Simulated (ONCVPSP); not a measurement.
**What one change does to a pseudopotential (Sn (Z = 50), ONCV)**

| Quantity | Value |
| --- | --- |
| Element | Sn |
| Generator | ONCVPSP 4.0.1 |
| Type | optimised norm-conserving Vanderbilt (ONCV) |
| Functional | PBE |
| Relativity | scalar-relativistic |
| Frozen core | [Ar] 3d10 4s2 |
| Valence charge | 20 |
| Reference configuration | 4p6 4d10 5s2 (charge +2) |
| Partial waves | 5s: rc 2.00 bohr, ncon 4, nbas 9, qcut 3.3 1/bohr, 2 projectors, debl 1.1 Ha; 4p: rc 1.00 bohr, ncon 4, nbas 8, qcut 8.6 1/bohr, 2 projectors, debl 2.6 Ha; 4d: rc 1.40 bohr, ncon 5, nbas 9, qcut 11.8 1/bohr, 2 projectors, debl 0.5 Ha; f scattering state at 0.1 Ha: rc 1.65 bohr, ncon 4, nbas 7, qcut 6.9 1/bohr, 2 projectors, debl 3.6 Ha |
| Local potential | polynomial inside 0.75 bohr (lpopt 5, dvloc0 0 Ha) |
| Core correction | Teter function, fcfact 6, rcfact 1.2 |

In the p channel the program set the typed energies aside and used -3.938, 0.250 Ha. In the d channel the program set the typed energies aside and used -1.588, 0.250 Ha.

Change: p: qcut 12.6.

Cutoffs: the cutoffs (Ha) at which the residual kinetic energy of the hardest occupied pseudo-wave falls to 1 and 0.1 mHa per electron; they do not see the model core or the augmentation charge, which bear on the density cutoff. Errors are all-electron minus pseudo energies relative to the spin-unpolarised reference configuration.

What does the change do?

The potential gets softer (128 Ha and 205 Ha → 62 Ha and 71 Ha); both files keep a bound ghost (s); of the 4 tests that both files solve, the error grows in 0 and shrinks in 1 by more than 15 % and 0.3 meV (median size 7.7 → 7.9 meV).

| quantity | base | changed |
| --- | --- | --- |
| cutoff, loose | 128 Ha | 62 Ha |
| cutoff, tight | 205 Ha | 71 Ha |
| loose cutoff by channel | s 8.7 Ha, p 128 Ha, d 44 Ha | s 8.7 Ha, p 62 Ha, d 44 Ha |
| bound ghosts | s | s |
| GHOST(+) flags under 300 eV | s at 25.7 eV | s at 25.7 eV |
| error for 4p6 4d10 5s2 5p2, meV [ΔE -20.83 eV] | +5.5 | +5.9 |
| error for 4p6 4d10 5s2 5p1, meV [ΔE -13.95 eV] | +3.6 | +3.8 |
| error for 4p6 4d10 5s1, meV [ΔE 30.97 eV] | -10.0 | -10 |
| error for 4p5 4d10 5s2 5p2, meV [ΔE 76.69 eV] | -78 | -66 |
| s: phases at 2.03 bohr within 0.05 rad from the reference energy up to (Ha; the scan ends near 5) | 0.9 | 0.9 |
| p: phases at 1.01 bohr within 0.05 rad from the reference energy up to (Ha; the scan ends near 5) | to the end of the scan | to the end of the scan |
| d: phases at 1.42 bohr within 0.05 rad from the reference energy up to (Ha; the scan ends near 5) | to the end of the scan | to the end of the scan |
| f: phases at 1.68 bohr within 0.05 rad from the reference energy up to (Ha; the scan ends near 5) | 4.7 | 4.7 |
| rms error of d²Exc/dni dnj with the model core, mHa | 1.71 | 1.95 |

 A true bound ghost makes a file unfit for plane-wave use even where its test errors are small: the radial tests pick states by their node count and pass the ghost by.
